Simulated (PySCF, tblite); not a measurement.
Rigid-rotor lines calculated for a species of formula C5H12OSSi2 (commonest isotopes; PBE0/pcSseg-1 in PySCF (dipole) on a GFN2-xTB geometry, gas phase), labelled J(Ka,Kc):

```csv
transition,MHz
"1(1,1) ← 0(0,0)",1661.7
"1(0,1) ← 0(0,0)",1489.4
"2(1,1) ← 1(1,0)",3267.4
"2(1,2) ← 1(1,1)",2690.2
"2(0,2) ← 1(0,1)",2805.3
```

Task: Find the rotational constants.

Result: 1(0,1) ← 0(0,0) is B + C, 2(1,1) ← 1(1,0) is 3B + C and 2(1,2) ← 1(1,1) is B + 3C, so B − C is half the difference of the last two, 288.6 MHz. 1(1,1) ← 0(0,0) is A + C. A = 1061.3, B = 889.0, C = 600.4 MHz.

Task: What moments of inertia, asymmetry and inertial defect follow?

Result: I = 505379 MHz·u·Å² over each constant: Ia = 476.21, Ib = 568.49, Ic = 841.71 u·Å²; κ = (2B − A − C)/(A − C) = 0.252 (asymmetric top); Δ = Ic − Ia − Ib = -202.99 u·Å².

Task: Which dipole components do these lines need?

Result: μa and μb (a-type: ΔKa even, ΔKc odd; b-type: both odd). The calculation gives |μa| = 0.72 D, |μb| = 0.94 D, |μc| = 0.64 D.

Task: Where do these fall, and of which type are they? 3(1,2) ← 2(2,1); 2(2,1) ← 1(1,0); 4(4,0) ← 3(3,1); 2(0,2) ← 1(1,1); 4(2,2) ← 4(2,3); 3(2,2) ← 2(2,1); 4(2,3) ← 3(1,3); 4(1,3) ← 3(0,3); 3(3,0) ← 2(2,0); 4(0,4) ← 3(1,3); 3(2,1) ← 2(2,0); 3(2,1) ← 2(1,2).

Result: 
| transition | MHz | type | branch |
| --- | --- | --- | --- |
| 4(2,2) ← 4(2,3) | 1404 | a | Q |
| 2(0,2) ← 1(1,1) | 2633 | b | R |
| 2(2,1) ← 1(1,0) | 3784 | b | R |
| 3(1,2) ← 2(2,1) | 4214 | b | R |
| 3(2,2) ← 2(2,1) | 4468 | a | R |
| 3(2,1) ← 2(2,0) | 4946 | a | R |
| 4(0,4) ← 3(1,3) | 5161 | b | R |
| 3(3,0) ← 2(2,0) | 6047 | c | R |
| 3(2,1) ← 2(1,2) | 6502 | b | R |
| 4(1,3) ← 3(0,3) | 7645 | c | R |
| 4(2,3) ← 3(1,3) | 7715 | c | R |
| 4(4,0) ← 3(3,1) | 8263 | b | R |

Task: Which structure gave them?

Result: `[SiH3]O[C@@H]1C[C@@]12C[C@H]2S[SiH3]`, point group C1. Three constants can't fix a structure by themselves; this is the one that was computed:
```xyz
21
C5H12OSSi2 angstrom
Si    -1.732    2.047   -0.697
O     -1.218    1.005    0.439
C     -1.394   -0.359    0.514
C     -0.841   -1.080    1.723
C     -0.235   -1.270    0.379
C      0.173   -2.398   -0.492
C      1.126   -1.266   -0.193
S      1.562   -0.137   -1.532
Si     2.390    1.469   -0.379
H     -1.109    1.804   -1.997
H     -1.309    3.285   -0.060
H     -3.186    1.942   -0.850
H     -2.346   -0.700    0.115
H     -0.293   -0.485    2.439
H     -1.421   -1.881    2.156
H      0.371   -3.364   -0.048
H     -0.241   -2.446   -1.488
H      1.967   -1.461    0.461
H      2.891    2.377   -1.395
H      3.466    0.888    0.423
H      1.370    2.047    0.481
```

The values belong to one conformer (point group C1) with, in the numbering `[SiH3:1][O:2][C@@H:3]1[CH2:4][C@@:5]12[CH2:6][C@H:7]2[S:8][SiH3:9]`, Si1–O2–C3–C4 -178°, C6–C7–S8–Si9 164°. Its GFN2-xTB frequencies are all real (lowest 58 cm⁻¹). Zero-point vibration and centrifugal distortion are left out. A rigid rotor knows nothing of internal rotation, which can split or shift real lines.
